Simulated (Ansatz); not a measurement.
System: C₂H₁₀NSi₂ (charge 0, doublet). It need not be the lowest isomer of its formula. SMILES: C[Si](C)N[SiH3]
Geometry from a B3LYP-D3(BJ)/def2-TZVP (Ansatz, a program for electronic structure) optimisation:
```xyz
15

Si    -0.8572     0.0096    -0.6277
C     -1.9340     1.5564    -0.5461
C     -1.3451    -1.2302     0.7042
N      0.8012     0.4571    -0.3293
Si     2.0370    -0.4101     0.5211
H     -2.9777     1.3143    -0.7548
H     -1.6140     2.3044    -1.2740
H     -1.8742     2.0028     0.4517
H     -2.3810    -1.5450     0.5664
H     -0.7216    -2.1256     0.6751
H     -1.2540    -0.7822     1.6988
H      1.1291     1.2689    -0.8346
H      2.1496    -1.8130     0.0513
H      3.3248     0.2854     0.2906
H      1.7679    -0.4605     1.9788
```
Charge 0, spin multiplicity 2.

Computed values are from Ansatz. Valence correlation only, unless marked. Open shells are spin-unrestricted. No spin-orbit coupling. Non-relativistic. CBS(X,Y): correlation extrapolated as X^-3; Hartree-Fock from the larger set.

Problem. What is the dipole moment at CCSD(T)/aug-cc-pV(D+d)Z?

Solution. 0.92 D.

Problem. What is the total energy at CCSD(T)/CBS(cc-pV(T+d)Z,cc-pV(Q+d)Z)?

Solution. -714.9885 Eh.

Problem. What is the atomisation energy De at CCSD(T)/CBS(cc-pV(T+d)Z,cc-pV(Q+d)Z)?

Solution. 5253.5 kJ/mol.

Problem. What is the T1 diagnostic at CCSD/cc-pV(Q+d)Z?

Solution. 0.012.
